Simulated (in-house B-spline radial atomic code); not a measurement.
# Solving the quasi-particle equation for 3p up of the titanium ion Ti⁷⁺

Configuration [Ne] 3s2 3p3, highest spin, start PBE; correlation leaves out the 4 deepest shells. Computed with an all-electron radial atomic-structure program (B-spline basis): all electrons, scalar-relativistic (spin-free one-electron X2C), finite nucleus, each spin shell either full or empty, empty states to l = 9 with an (l + 1/2)⁻⁴ tail; G0W0 by contour deformation at full frequency.

At the mean-field level ε = -157.645 eV the matrix elements are Σx = -43.483 eV, v_xc = -32.124 eV and Σc(ε) = -1.082 eV, and the slope of the correlation self-energy is dΣc/dω = -0.0205. The quasi-particle energy solves E = ε + Σx − v_xc + Σc(E).

(1) What does the linearised equation give?

(2) How does that compare with the full solution and with static screening?

Results:

(1) Z = 1/(1 − dΣc/dω) = 1/1.0205 = 0.9799. The first-order shift is Σx − v_xc + Σc(ε) = -43.483 − (-32.124) + (-1.082) = -12.441 eV, so E ≈ ε + Z × shift = -157.645 + 0.9799 × (-12.441) = -169.836 eV.

(2) Solving the equation at full frequency dependence gives E = -169.847 eV, where Σc = -0.843 eV and the weight is 0.981; the linearised value is off by 11 meV. Leaving Z out would give -170.086 eV. Static COHSEX puts -3.220 eV in place of Σc and gives -172.224 eV, 2.38 eV deeper.
